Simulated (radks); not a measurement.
Values are calculated unless marked as measured or tabulated.
Task: The thallium ion Tl+, 80 electrons, occupied as [Hg]. Level of theory: scalar-relativistic Kohn-Sham, SCAN, spin-polarised, spherical densities, finite nucleus; meta-GGA in the generalised Kohn-Sham scheme; Fermi nuclear charge, rms radius 5.4759 fm (a radial shooting solver on a logarithmic mesh with Libxc functionals). Some entries of the table are withheld. Estimate them.

orbital,occ.,eigenvalue (hartree),<1/r> (bohr^-1)
1s,2,-3149.081,99.39
2s,2,-562.0146,23.36
2p,6,-483.3904,20.60
3s,2,-134.8416,8.663
3p,6,-112.0858,7.855
3d,10,-88.43084,7.370
4s,2,(1),3.717
4p,6,-23.05669,3.351
4d,10,-14.23240,3.009
5s,2,-5.17551,1.543
4f,14,-4.50757,2.604
5p,6,-3.13636,(2)
5d,10,-0.85241,0.9539
6s,2,-0.61790,0.5330

Result: 
(1) 4s eigenvalue (hartree): -30.54934
(2) 5p <1/r> (bohr^-1): 1.320
